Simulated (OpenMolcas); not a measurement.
Os4+: ligand-field states by method

Os4+ with 6 ligands (fluoride) in octahedral coordination (Oh) at 1.94 Å. A charge of +0.333 e stands 2.6 Å behind each ligand. Ligand basis ANO-RCC-VDZP.
```
Os    0.0000    0.0000    0.0000
F     1.9400    0.0000    0.0000
F     0.0000    1.9400    0.0000
F    -1.9400    0.0000    0.0000
F     0.0000   -1.9400    0.0000
F     0.0000    0.0000    1.9400
F     0.0000    0.0000   -1.9400
```

- Program: OpenMolcas 26.06
- Basis: ANO-RCC-VDZP [7s6p4d2f1g]
- Scalar Hamiltonian: DKH2, point nucleus
- Active space: 4 electrons in 5 orbitals (5d)
- State averaging: 2S+1 = 5 even, 5 roots; 2S+1 = 3 even, 45 roots; 2S+1 = 1 even, 50 roots
- Spin-orbit coupling: RASSI with atomic mean-field integrals over the reference wave functions

I. CASSCF
II. SS-CASPT2, IPEA 0.25 Eh, imaginary shift 0.1 Eh (closed shells correlated: 5s 5p and the ligand valence shells)
III. SS-CASPT2, IPEA 0.25 Eh, real shift 0.3 Eh (closed shells correlated: 5s 5p and the ligand valence shells)

Spin-free states (labels of O, the rotations of Oh) in cm-1, each column counted from its own energy of the first state listed:

```
   State  Degeneracy      I     II    III
     3T1           3      0      0      0
     1T2           3   8870   7170   7190
      1E           2   9936   7710   7770
      5E           2  15624  18570  18570
     1A1           1  20200  16620  16720
      3E           2  30308  29780  29880
2S+1 = 3           3  31669  31090  31200
2S+1 = 3           3  32434  31530  31640
```

From I to II, I's first state of the same spin (3E) moves from 30308 to 29780 cm-1, by about -530 cm-1.

From I to II, I's first state of another spin (1T2) moves from 8870 to 7170 cm-1, by about -1700 cm-1.

I: A least-squares ligand-field fit to the states below 45000 cm-1, each weighted by its degeneracy and with a free common offset, gives 10Dq = 33156 cm-1, B = 686 cm-1 and C = 2871 cm-1 (C/B = 4.18), with an rms deviation of 231 cm-1. The same method and metal basis give the free ion B = 861 cm-1 (fit to its terms below 60000 cm-1, rms deviation 30 cm-1), so the nephelauxetic ratio is β = 686 / 861 = 0.80; it hangs on how both fits weigh the states, and computed free-ion B values tend to be too large, so β mixes covalency with correlation.

χT at 300 K: I 0.18, II 0.17, III 0.17 cm3 K/mol.

The states above are spin-free; spin-orbit coupling is strong here and shifts and splits them by thousands of cm-1.

Roots that are degenerate in the reference are averaged as groups; the widest CASPT2 spread within a group is 280 cm-1 (the 3-fold group of multiplicity 1 near 106000 cm-1 above the lowest state of its run, II). Shifts and gaps below about the spread of the groups concerned are not significant. Over all roots computed the reference weight is 0.69 to 0.71 in II, 0.73 to 0.74 in III; a low but even weight reflects the number of correlated electrons. The least metal-like active orbital is 74 % on the metal (Löwdin) and no ligand orbital is active, so the numbers are rough. Ligand-to-metal charge-transfer states are missing. With no ligand orbital active B as a rule stays too high, so bands that hang on it stand too high and its fall with covalency is understated. Without dynamic correlation the repulsion within the d shell is too large (B by tens of per cent), so at a given field states of lower spin stand too high (holds for I). With metal d orbitals alone the field can be off either way by tens of per cent (holds for I). With one d shell and no ligand orbital active, 10Dq can be off by a tenth or more (holds for II; III). No measured value stands beside these numbers; the geometry was imposed, not optimised, and the real ion may take another.
